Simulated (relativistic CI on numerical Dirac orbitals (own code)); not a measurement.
Slater and spin-orbit integrals, Ru19+

Calculated at this level of theory: Dirac-Coulomb-Breit CI, orbitals from a KLI potential per configuration, QED by a radiative potential, unscaled Slater integrals (own radial code, finite nucleus).

Slater integrals F^k, G^k are unscaled and averaged over j, outside the closed core [Ne]; ζ comes from projecting the Hamiltonian with its Breit term on Σ l·s of the shell.

- 3s2 3p6 3d7: F^2(3d,3d) = 283370, F^4(3d,3d) = 181600, ζ(3d) = 15172 cm⁻¹; <r>(3d) = 0.354, <r^2>(3d) = 0.1473 (bohr units).
- 3s2 3p5 3d8: ζ(3p) = 130550, F^2(3d,3d) = 282590, F^4(3d,3d) = 181070, F^2(3p,3d) = 258020, G^1(3p,3d) = 291840, G^3(3p,3d) = 189320, ζ(3d) = 14927 cm⁻¹; <r>(3p) = 0.3836, <r^2>(3p) = 0.1701, <r>(3d) = 0.3549, <r^2>(3d) = 0.1481 (bohr units).
- 3s2 3p4 3d9: F^2(3p,3p) = 259370, ζ(3p) = 130480, F^2(3p,3d) = 257610, G^1(3p,3d) = 291700, G^3(3p,3d) = 189120, ζ(3d) = 14685 cm⁻¹; <r>(3p) = 0.3841, <r^2>(3p) = 0.1706, <r>(3d) = 0.3557, <r^2>(3d) = 0.1488 (bohr units).

Task: Give the Racah parameters of the d shell in 3s2 3p6 3d7.

Result: B = F²/49 − 5F⁴/441 = 3724 cm⁻¹ and C = 35F⁴/441 = 14412 cm⁻¹.

Averages of the first 10 configurations, taken without configuration mixing, which lowers the lowest level and can move excited configurations by several eV; other configurations of the list can lie among them:

| Configuration | Parity | States | Average energy above the lowest level (eV) |
| --- | --- | --- | --- |
| 3s2 3p6 3d7 | even | 120 | 13.2 |
| 3s2 3p5 3d8 | odd | 270 | 192.6 |
| 3s2 3p4 3d9 | even | 150 | 375.8 |
| 3s 3p6 3d8 | even | 90 | 310.5 |
| 3p6 3d9 | even | 10 | 612.9 |
| 3s 3p5 3d9 | odd | 120 | 488.6 |
| 3s2 3p6 3d6 4s | even | 420 | 349.9 |
| 3s2 3p6 3d6 4p | odd | 1260 | 389.8 |
| 3s2 3p6 3d6 4d | even | 2100 | 449.6 |
| 3s2 3p6 3d6 4f | odd | 2940 | 506.7 |
